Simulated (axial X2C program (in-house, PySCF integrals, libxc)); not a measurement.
Low determinants of SbS⁻ at the PBE0 level, scalar-relativistic

All values were computed with an in-house relativistic program for diatomic molecules. Spin-free means the one-electron spin-free X2C Hamiltonian. Basis: Sb dyall-acv3z [12s13p9d5f1g], S dyall-av3z [9s8p3d2f] (cores contracted in-house); Gaussian nuclei, density fitting, unrestricted open shells. Masses: Sb 120.904 u, S 31.972 u.

Search at 2.270 Å (vertical energies from the lowest determinant):

| ΔE (eV) | state | electrons beyond evenly filled partner blocks | electrons in σ, π, δ, φ |
| --- | --- | --- | --- |
| 0.00 | M_S = 1, Λ = 0 | π+α, π-α | 30 30 8 0 |
| 0.57 | M_S = 0, Λ = 0 | π+β, π-α | 30 30 8 0 |
| 0.57 | M_S = 0, Λ = 2 | π+α, π+β | 30 30 8 0 |
| 2.31 | M_S = 1, Λ = 1 | σα, π+α | 31 29 8 0 |
| 2.38 | M_S = 0, Λ = 1 | σα, π+β | 31 29 8 0 |
| 2.86 | M_S = 1, Λ = 2 | 2 × π+α | 30 30 8 0 |
| 2.90 | M_S = 1, Λ = 2 | 2 × π+α, 2 × π+β, 2 × π-α | 30 30 8 0 |

Lowest determinant, M_S = 1, Λ = 0 (beyond evenly filled blocks: π+α, π-α): Re = 2.305 Å, ωe = 423.3 cm⁻¹.

The determinant in row 2 of the search, M_S = 0, Λ = 0 (beyond evenly filled blocks: π+β, π-α), was followed along the bond at PBE0; measured from the minimum of the lowest determinant it gives:

Te = 0.570 eV (4601 cm⁻¹), Re = 2.303 Å, ωe = 425.2 cm⁻¹.

(1) Compare the bond of the determinant in row 2 with that of the lowest one.

The search compares states at one distance, so a state with another bond length can lie lower; it is not exhaustive and yields mostly the lowest determinant of each block pattern, so other components and higher states of one pattern are missing. These are energies of single determinants, not of spin-adapted states; PBE0 term energies can be off by some tenths of an eV, and the functional has no current term. The lowest determinant need not be the ground state where others lie within half an eV. For an anion, determinants above electron detachment are held by the basis set. The highest occupied level of some functionals is positive through self-interaction error; at Hartree–Fock it is bound. Row 2 is spin-contaminated (⟨S²⟩ = 1.00 against 0.00), so its values are not those of a pure state. Row 2 has a positive highest level at its minimum.

Answers

(1) At PBE0 its Re is 0.002 Å shorter and its force constant, which goes as ωe², is 1.01 times that of the lowest determinant. This determinant mixes spin states, so it has no term energy of its own.
